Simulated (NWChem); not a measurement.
Everything below was run with NWChem. System: BeF2, charge 0, spin multiplicity 3, at the geometry of a parent with another charge or spin, in a state set for the comparison that need not be this species' ground state. Its SCF solution wasn't tested for a lower state. Level: UHF/def2-TZVP.

Job file:

```
start mol
memory heap 200 mb stack 900 mb global 1100 mb
geometry units angstroms nocenter noautoz
  Be     0.000000     0.000000     0.000000
  F      0.000000     0.000000     1.386504
  F      0.000000     0.000000    -1.386504
  symmetry group D2h
end
basis spherical
  * library def2-tzvp
end
scf
  uhf
  nopen 2
  maxiter 100
  thresh 1e-7
  semidirect memsize 60000000 filesize 0
  # guess.movecs holds the orbitals of an unrestricted PBE0 run
  vectors input guess.movecs output mol.movecs
end
task scf energy
```

NWChem printed:

```
             Northwest Computational Chemistry Package (NWChem) 7.3.0
             --------------------------------------------------------

                                NWChem Input Module
                                -------------------

 Scaling coordinates for geometry "geometry" by  1.889725989
 (inverse scale =  0.529177249)

 Turning off AUTOSYM since
 SYMMETRY directive was detected!

                             Geometry "geometry" -> ""
                             -------------------------

 Output coordinates in angstroms (scale by  1.889725989 to convert to a.u.)

  No.       Tag          Charge          X              Y              Z
 ---- ---------------- ---------- -------------- -------------- --------------
    1 Be                   4.0000     0.00000000     0.00000000     0.00000000
    2 F                    9.0000     0.00000000     0.00000000     1.38650400
    3 F                    9.0000     0.00000000     0.00000000    -1.38650400

 Effective nuclear repulsion energy (a.u.)      42.9370852969

            Nuclear Dipole moment (a.u.)
            ----------------------------
        X                 Y               Z
 ---------------- ---------------- ----------------
     0.0000000000     0.0000000000     0.0000000000

      Symmetry information
      --------------------

 Group name             D2h
 Group number             26
 Group order               8
 No. of unique centers     2

      Symmetry unique atoms

     1    2


 Summary of "ao basis" -> "" (spherical)
 ------------------------------------------------------------------------------
       Tag                 Description            Shells   Functions and Types
 ---------------- ------------------------------  ------  ---------------------
 *                         def2-tzvp                  on all atoms

 Summary of "ao basis" -> "ao basis" (spherical)
 ------------------------------------------------------------------------------
       Tag                 Description            Shells   Functions and Types
 ---------------- ------------------------------  ------  ---------------------
[...]
     5      1.699499  1 Be s                  4     -1.166106  1 Be s
    17     -0.318356  1 Be d  0              24      0.307667  2 F  s
    55      0.307667  3 F  s                 23     -0.156720  2 F  s
    54     -0.156720  3 F  s

 Vector   13  Occ=0.000000D+00  E= 1.144838D-01  Symmetry=b2u
              MO Center=  1.4D-26, -2.8D-14, -2.5D-16, r^2= 5.4D+00
   Bfn.  Coefficient  Atom+Function         Bfn.  Coefficient  Atom+Function
  ----- ------------  ---------------      ----- ------------  ---------------
    13      0.989014  1 Be py                 7     -0.227554  1 Be py
    32     -0.185152  2 F  py                63     -0.185152  3 F  py

 center of mass
 --------------
 x =   0.00000000 y =   0.00000000 z =   0.00000000

 moments of inertia (a.u.)
 ------------------
         260.847661802334           0.000000000000           0.000000000000
           0.000000000000         260.847661802334           0.000000000000
           0.000000000000           0.000000000000           0.000000000000

  Mulliken analysis of the total density
  --------------------------------------

    Atom       Charge   Shell Charges
 -----------   ------   -------------------------------------------------------
    1 Be   4     4.00   1.02  0.97  0.24  0.19  0.67  0.70  0.01  0.02  0.17
    2 F    9     9.00   0.77  1.20  0.61  1.08  0.24  2.18  2.21  0.70  0.00  0.01  0.00
    3 F    9     9.00   0.77  1.20  0.61  1.08  0.24  2.18  2.21  0.70  0.00  0.01  0.00

  Mulliken analysis of the alpha density
  --------------------------------------

    Atom       Charge   Shell Charges
 -----------   ------   -------------------------------------------------------
    1 Be   4     2.40   0.51  0.48  0.14  0.18  0.67  0.28  0.00 -0.00  0.14
    2 F    9     4.80   0.39  0.60  0.32  0.54  0.11  1.26  1.24  0.35  0.00  0.00  0.00
    3 F    9     4.80   0.39  0.60  0.32  0.54  0.11  1.26  1.24  0.35  0.00  0.00  0.00

   Mulliken analysis of the beta density
   -------------------------------------

    Atom       Charge   Shell Charges
 -----------   ------   -------------------------------------------------------
    1 Be   4     1.60   0.51  0.49  0.11  0.01  0.00  0.43  0.01  0.02  0.04
    2 F    9     4.20   0.39  0.60  0.29  0.53  0.13  0.93  0.97  0.35  0.00  0.00  0.00
    3 F    9     4.20   0.39  0.60  0.29  0.53  0.13  0.93  0.97  0.35  0.00  0.00  0.00

   Mulliken analysis of the spin density
   -------------------------------------

    Atom       Charge   Shell Charges
 -----------   ------   -------------------------------------------------------
    1 Be   4     0.80   0.00 -0.01  0.03  0.17  0.67 -0.15 -0.00 -0.02  0.10
    2 F    9     0.60   0.00 -0.00  0.02  0.01 -0.02  0.33  0.26 -0.01 -0.00 -0.00 -0.00
    3 F    9     0.60   0.00 -0.00  0.02  0.01 -0.02  0.33  0.26 -0.01 -0.00 -0.00 -0.00

       Multipole analysis of the density wrt the origin
       ------------------------------------------------

     L   x y z        total         alpha         beta         nuclear
     -   - - -        -----         -----         ----         -------
     0   0 0 0     -0.000000    -12.000000    -10.000000     22.000000

     1   1 0 0      0.000000      0.000000     -0.000000      0.000000
     1   0 1 0      0.000000      0.000000     -0.000000      0.000000
     1   0 0 1      0.000000      0.000000     -0.000000      0.000000

     2   2 0 0    -14.605850    -10.723891     -3.881959      0.000000
     2   1 1 0      0.000000      0.000000     -0.000000      0.000000
     2   1 0 1     -0.000000     -0.000000     -0.000000      0.000000
     2   0 2 0    -14.907239    -10.765655     -4.141583      0.000000
     2   0 1 1     -0.000000     -0.000000     -0.000000      0.000000
     2   0 0 2    -14.191448    -75.246163    -62.515110    123.569825

 Task  times  cpu:        0.5s     wall:        0.5s

 Total times  cpu:        0.5s     wall:        0.5s
```
